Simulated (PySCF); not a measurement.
# One molecule, a ladder of functionals, a line

Molecule: SMILES FC(F)([SiH3])[SiH2]Cl, CH5ClF2Si2.

Atoms are numbered as in `[F:1][C:2]([F:3])([SiH3:4])[SiH2:5][Cl:6]`; H(Xn) means a hydrogen on atom n.

GIAO shieldings (ppm, equivalent atoms averaged) in PySCF 2.14 on the PBE0-D3(BJ)/def2-SVP geometry, basis pcSseg-1, gas phase, non-relativistic:

```tsv
functional	exact exchange (%)	σ(F1/F3)	σ(C2)	σ(Si5)	σ(Si4)
BLYP	0	296.9	32.6	345.9	399.7
BP86	0	296.5	38.5	353.6	407.9
PBE	0	294.7	39.0	354.9	409.8
B3LYP	20	318.2	41.7	357.5	409.1
PBE0	25	321.5	50.0	369.3	421.1
mPW1PW91	25	322.7	49.2	367.9	418.7
HF	100	379.1	73.8	413.0	453.5
```

Question: Fit each shielding as a line in the percentage of exact exchange.

Answer: σ(F1/F3) = 298.4 + 0.83 x (rms 2.8 ppm); σ(C2) = 37.3 + 0.37 x (rms 2.8 ppm); σ(Si5) = 351.0 + 0.62 x (rms 3.6 ppm); σ(Si4) = 405.4 + 0.48 x (rms 3.9 ppm). The functionals also differ in their semilocal parts, which the line can't hold; Hartree–Fock has no correlation at all.

Question: What does the line predict for BHandHLYP (50 %), and what does the run give?

Answer: σ(F1/F3): 339.9 predicted, 344.3 computed; σ(C2): 55.8 predicted, 53.9 computed; σ(Si5): 382.0 predicted, 376.8 computed; σ(Si4): 429.4 predicted, 424.5 computed ppm.
